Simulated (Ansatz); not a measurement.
Job for Ansatz (a program for electronic structure): R-CCSD(T)/cc-pV(T+d)Z on SiH4 (SMILES [SiH4]). The basis file is the Basis Set Exchange's JSON of that set.

Ansatz 0.2 input:
```yaml
crystal:
  periodic: [false, false, false]
  atoms:
    - {symbol: Si, position_ang: [-0.00000000, -0.00000000, -0.00000000]}
    - {symbol: H, position_ang: [0.85467615, 0.85467615, 0.85467615]}
    - {symbol: H, position_ang: [-0.85467615, -0.85467615, 0.85467615]}
    - {symbol: H, position_ang: [-0.85467615, 0.85467615, -0.85467615]}
    - {symbol: H, position_ang: [0.85467615, -0.85467615, -0.85467615]}
basis:
  gaussian:
    orbitals: cc-pV_T+d_Z.json
magnetization: {spin_polarized: false}
correlation: {method: ccsd_t, electrons: outside_noble_gas}
scf: {lower_state_search: off}
```

Task: Predict the final total energy.

Result: -291.4401 hartree (reference determinant -291.2636, T1 diagnostic 0.011).
